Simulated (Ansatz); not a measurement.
## Ansatz (development build ahead of 0.2.0) run

```yaml
crystal:
  periodic: [false, false, false]
  atoms:
    - { symbol: Zn, position_ang: [0.0, 0.0, 0.0] }
    - { symbol: O, position_ang: [0.0, 0.0, 1.8414] }
basis:
  gaussian: { orbitals: cc-pVTZ }
magnetization:
  spin_polarized: true
hamiltonian:
  xc: hf
correlation:
  method: bccd_t
  frozen_orbitals: { O: 1, Zn: 5 }
```

The input is written out in the form of the current development build from the run's settings.

The run gave:

| Property | Result |
| --- | --- |
| Converged | yes |
| Reference energy (starting determinant) | -1852.58392 hartree |
| Correlation energy | -1.09764 hartree |
| Total energy | -1853.68156 hartree |
